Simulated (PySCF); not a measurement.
# How methods differ on the excitation energy of Co²⁺

Co²⁺ [Ar] 3d7 (4F) → Co²⁺ [Ar] 3d6 4s1 (6D), as a difference of total energies. Computed with PySCF 2.14 in dyall-av2z (16s12p7d2f, 101 functions), with the non-relativistic Hamiltonian (point nucleus). Correlated levels: valence: [Ar] frozen; virtual orbitals above 40 to 60 times the deepest correlated orbital energy dropped. The calculations carry no spin-orbit coupling.

```csv
method,excitation energy (eV)
UHF,4.982
LDA,6.430
PBE,6.426
PBE0,6.297
r2SCAN,6.278
HSE06,6.248
r2SCAN0,6.173
B97-3,6.635
MN15,6.624
MP2 (valence),6.172
SCS-MP2 (valence),6.442
```

Problem. How much does correlation contribute at MP2 (valence)?

Solution. 6.172 − (4.982) = 1.190 eV, measured against UHF.

A first-order spin-orbit estimate (lowest level to lowest level, LS coupling) adds 0.027 eV.
